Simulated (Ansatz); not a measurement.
Consider the atomization: `[BH2][GaH][F]` → B• + F• + Ga• + 3 H•.

Computed with Ansatz on PBE0-D4/def2-TZVP structures; ΔE is electronic, products minus reactants. CCSD(T)/CBS is the MP2 limit (def2-TZVPP, def2-QZVPP) plus CCSD(T) − MP2 in def2-TZVPP, frozen cores. This one scheme is used for every species, atoms too. Functionals use def2-TZVPP. Open shells (•) are unrestricted, without spin–orbit coupling. Spin–orbit coupling would lower the free atoms: a little for B, F; clearly for Ga. Bonds to Ga are less sure, by a few kJ/mol each and by 10 to 20 or more in all where they break to atoms, as the def2 sets lack core-valence functions. Scalar relativity is left out up to krypton.

```csv
level,ΔE (kcal/mol),difference from CCSD(T)/CBS
BLYP-D4,412.0,-4.4
B97M-V,419.6,3.2
PBE0-D4,412.0,-4.4
r2SCAN0-D4,412.4,-4.0
B2PLYP,412.6,-3.8
BLYP,407.9,-8.5
r2SCAN0,411.9,-4.5
HF/def2-SVP,320.7,-95.7
CCSD(T)/def2-SVP,395.2,-21.2
HF/def2-TZVPP,317.4,-99.0
CCSD(T)/CBS,416.4,0
```

Largest T1 diagnostic among the species: 0.014.

The D4 term adds +3.0 kcal/mol with B3LYP and +1.6 kcal/mol with PBE0; it sums over pairs of atoms, weighted by their polarisabilities, and B3LYP, whose exchange is more repulsive, gets the larger term. In def2-TZVPP, CCSD(T) changes the Hartree–Fock value by +91.8 kcal/mol (the triples alone add +4.6 kcal/mol) and MP2 by +99.4 kcal/mol; breaking electron pairs costs correlation energy, which Hartree–Fock lacks.

B3LYP here is the variant with VWN-RPA as its local correlation; programs differ in this.

For atomizations the MP2-based limit and the directly extrapolated one differ by several kJ/mol either way, and by 10 to 25 for some Ge, Se and Sn compounds, so smaller differences from it don't rank the levels.
